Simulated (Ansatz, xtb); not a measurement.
**GeH4NO: which of two isomers lies lower**

Structure X: `[NH2][GeH][OH]`, a doublet. Structure Y: `[NH][GeH2][OH]`, a doublet. Both are isolated molecules in the gas phase, relaxed with B3LYP-D3(BJ)/def2-SVP; the shapes shown needn't be the lowest conformers.

X (Å):

```yaml
atoms:
  - { symbol: Ge, position_ang: [-0.5105, -0.9243, 0.4942] }
  - { symbol: N, position_ang: [-1.4829, 0.5741, -0.0399] }
  - { symbol: O, position_ang: [1.2188, -0.5773, 0.1160] }
  - { symbol: H, position_ang: [1.6534, -0.0541, 0.8022] }
  - { symbol: H, position_ang: [-0.9053, -2.0438, -0.5257] }
  - { symbol: H, position_ang: [-1.1955, 1.4630, 0.3698] }
  - { symbol: H, position_ang: [-2.4952, 0.4856, 0.0559] }
```

Y (Å):

```yaml
atoms:
  - { symbol: Ge, position_ang: [-1.3717, -1.9314, -0.1651] }
  - { symbol: N, position_ang: [-2.2040, -0.2597, -0.2521] }
  - { symbol: O, position_ang: [-1.8082, -2.8073, -1.6535] }
  - { symbol: H, position_ang: [-1.8135, 0.3623, 0.4758] }
  - { symbol: H, position_ang: [0.1673, -1.8742, -0.1802] }
  - { symbol: H, position_ang: [-1.9183, -2.6535, 1.0928] }
  - { symbol: H, position_ang: [-2.7309, -2.6603, -1.9026] }
```

Quicker runs give these differences E(Y) − E(X): GFN2-xTB +161.1 kJ/mol; HF/STO-3G −48.6 kJ/mol (at GFN2-xTB geometries); r2SCAN-D4/def2-SVP +119.6 kJ/mol (at GFN2-xTB geometries).

Question: Which of the two would you expect CCSD(T)/def2-SVP + ΔMP2/def2-TZVPP electronic energies to favour?

Answer: Structure X; the calculation gives E(Y) − E(X) = +109.4 kJ/mol.

The same difference at several levels:

| level | geometry | E(Y) − E(X) (kJ/mol) | departure from the last row (kJ/mol) | job, with rough time for the two |
| --- | --- | --- | --- | --- |
| GFN2-xTB | GFN2-xTB | +161.1 | +51.7 | optimisation, 0.16 s |
| HF/STO-3G | GFN2-xTB | −48.6 | −158.0 | single point, 0.42 s |
| r2SCAN-D4/def2-SVP | GFN2-xTB | +119.6 | +10.2 | single point, 3.6 s |
| B3LYP-D3(BJ)/def2-SVP | B3LYP-D3(BJ)/def2-SVP | +115.9 | +6.5 | optimisation, 88 s |
| HF/def2-SVP | B3LYP-D3(BJ)/def2-SVP | +55.2 | −54.1 | part of the CCSD(T) run |
| MP2/def2-SVP | B3LYP-D3(BJ)/def2-SVP | +119.1 | +9.7 | part of the CCSD(T) run |
| CCSD(T)/def2-SVP | B3LYP-D3(BJ)/def2-SVP | +102.2 | −7.2 | single point |
| CCSD(T)/def2-SVP + ΔMP2/def2-TZVPP | B3LYP-D3(BJ)/def2-SVP | +109.4 |  | single point, 36 s |

As drawn, Y has 1 Ge–H in place of 1 N–H.

HF/STO-3G puts the two in the other order. The largest departure from CCSD(T)/def2-SVP + ΔMP2/def2-TZVPP is that of HF/STO-3G, 158.0 kJ/mol. The last row adds to CCSD(T) the change of the MP2 difference between the two basis sets, here +7.2 kJ/mol.

With harmonic frequencies from B3LYP-D3(BJ)/def2-SVP (ideal gas, rigid rotor, one conformer each, 298.15 K, 1 atm): the zero-point term adds −11.4 kJ/mol; ΔH is +97.7 and ΔG +98.9 kJ/mol.

Open shells are spin-unrestricted. The correlated steps freeze 11 core orbitals; the filled d shell of Ge is correlated, in a basis made for valence electrons. Run with Ansatz 0.2.0, xtb 6.7.1; the last row on 1 thread of Intel(R) Xeon(R) 6975P-C (Granite Rapids) on a shared host.
